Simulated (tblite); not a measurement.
Species: C4H3F3N3 (doublet state).
Bonds: C1–N2, N2–C3 (aromatic), C3–N4 (aromatic), N4–C5 (aromatic), C5–C6, C6–F7, C6–F8, C6–F9, C5–N10 (aromatic), N2–N10 (aromatic). Hydrogens: H11, H12 on C1; H13 on C3.
Bond orders are those of one Lewis drawing.

Computed with GFN2-xTB (tblite), gas phase: L-BFGS steps from a force-field or distance-geometry start until the largest atomic force falls under 0.01 eV/Å.

Geometry at step 1:
```
atom  x, y, z in Å
C1      2.5434    0.6168   -0.3292
N2      1.2600    0.0587   -0.1800
C3      0.9096   -1.2332    0.1621
N4     -0.3835   -1.3678    0.2538
C5     -0.8903   -0.1343   -0.0147
C6     -2.3753    0.2670   -0.0376
F7     -2.5499    1.4758    0.5706
F8     -3.0973   -0.6565    0.6177
F9     -2.8758    0.3486   -1.2919
N10     0.0703    0.7259   -0.2747
H11     2.5413    1.7101   -0.2681
H12     3.2409    0.2416    0.4369
H13     1.6020   -2.0524    0.3373
```

**Question.** What forces act on the atoms?

**Answer.** 
```json
{"atom": "C1", "Fx (eV/Å)": "-1.891", "Fy (eV/Å)": "0.152", "Fz (eV/Å)": "2.219"}
{"atom": "N2", "Fx (eV/Å)": "-0.172", "Fy (eV/Å)": "0.159", "Fz (eV/Å)": "0.131"}
{"atom": "C3", "Fx (eV/Å)": "0.278", "Fy (eV/Å)": "-0.284", "Fz (eV/Å)": "-0.036"}
{"atom": "N4", "Fx (eV/Å)": "-0.242", "Fy (eV/Å)": "-0.263", "Fz (eV/Å)": "0.128"}
{"atom": "C5", "Fx (eV/Å)": "0.598", "Fy (eV/Å)": "0.301", "Fz (eV/Å)": "-0.313"}
{"atom": "C6", "Fx (eV/Å)": "0.940", "Fy (eV/Å)": "-0.245", "Fz (eV/Å)": "0.238"}
{"atom": "F7", "Fx (eV/Å)": "-0.058", "Fy (eV/Å)": "-0.987", "Fz (eV/Å)": "-0.539"}
{"atom": "F8", "Fx (eV/Å)": "0.054", "Fy (eV/Å)": "0.557", "Fz (eV/Å)": "-0.193"}
{"atom": "F9", "Fx (eV/Å)": "0.304", "Fy (eV/Å)": "0.094", "Fz (eV/Å)": "0.724"}
{"atom": "N10", "Fx (eV/Å)": "0.750", "Fy (eV/Å)": "0.848", "Fz (eV/Å)": "-0.457"}
{"atom": "H11", "Fx (eV/Å)": "-0.185", "Fy (eV/Å)": "-0.400", "Fz (eV/Å)": "-0.773"}
{"atom": "H12", "Fx (eV/Å)": "-0.113", "Fy (eV/Å)": "-0.428", "Fz (eV/Å)": "-0.988"}
{"atom": "H13", "Fx (eV/Å)": "-0.264", "Fy (eV/Å)": "0.496", "Fz (eV/Å)": "-0.140"}
```

The largest, 2.92 eV/Å, acts on C1; the rms over all components is 0.650 eV/Å. The forces sum to zero within rounding, as they must for an isolated molecule in no field.

**Question.** Give the force on C1 in Eh/bohr and in nN.

**Answer.** 2.919 eV/Å ÷ 51.422 = 0.05677 Eh/bohr, and 2.919 eV/Å × 1.602 = 4.68 nN.

**Question.** How far is this geometry from the end of the optimisation?

**Answer.** 0.651 eV above it, and 0.178 Å rms away after alignment. The bonds farthest from their final lengths, with half the difference of the two atoms' forces along the bond (positive lengthens):

| bond | now (Å) | final (Å) | force along bond (eV/Å) |
| --- | --- | --- | --- |
| C1–N2 | 1.407 | 1.329 | -0.90 |
| C5–C6 | 1.538 | 1.492 | -0.24 |
| C1–H12 | 1.102 | 1.072 | -0.45 |
| N2–N10 | 1.367 | 1.342 | -0.21 |
| C6–F7 | 1.364 | 1.339 | -0.44 |
| C1–H11 | 1.095 | 1.072 | -0.36 |

The angle farthest from its final value is H11–C1–H12, 107.6° against 122.6°.

Of the 6 listed bonds off by 0.010 Å or more, this force points towards the final length in 6.

What follows is the cost of the whole relaxation. The run took 0.68 s wall on an Intel Xeon at 2.50 GHz with one thread, no GPU (shared host).
